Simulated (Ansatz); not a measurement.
One change: `C[CH2][Ga]([OH])[F]` becomes `O[CH2][Ga]([OH])[F]`.

Ansatz, PBE0-D4/def2-TZVP geometries, multiplicity 1. Each molecule was computed in one conformer, which needn't be the lowest.

Scalar relativity is left out up to krypton.

```tsv
property	`C[CH2][Ga]([OH])[F]`
HOMO–LUMO gap (ωB97M-V/def2-TZVPP) / eV	11.79
LUMO energy (B3LYP/def2-TZVPP) / eV	-0.84
LUMO energy (PBE0/def2-TZVPP) / eV	-0.47
HOMO energy (PBE0/def2-TZVPP) / eV	-8.37
HOMO–LUMO gap (B3LYP/def2-TZVPP) / eV	7.32
HOMO energy (B3LYP/def2-TZVPP) / eV	-8.16
```

Q: Give the same properties after the change, and the shifts. (An estimate is asked.)

A: Ansatz gave: 
```csv
property,`O[CH2][Ga]([OH])[F]`,shift
HOMO–LUMO gap (ωB97M-V/def2-TZVPP) / eV,11.02,-0.77
LUMO energy (B3LYP/def2-TZVPP) / eV,-1.09,-0.25
LUMO energy (PBE0/def2-TZVPP) / eV,-0.72,-0.25
HOMO energy (PBE0/def2-TZVPP) / eV,-7.75,0.62
HOMO–LUMO gap (B3LYP/def2-TZVPP) / eV,6.45,-0.87
HOMO energy (B3LYP/def2-TZVPP) / eV,-7.54,0.62
```

With PBE0 the HOMO rises by 0.62 eV and the LUMO falls by 0.25 eV, so the gap narrows by about 0.87 eV. PBE moves the HOMO by 0.74 eV and ωB97M-V by 0.57 eV.

B3LYP here is the variant with VWN-RPA as its local correlation; programs differ in this.
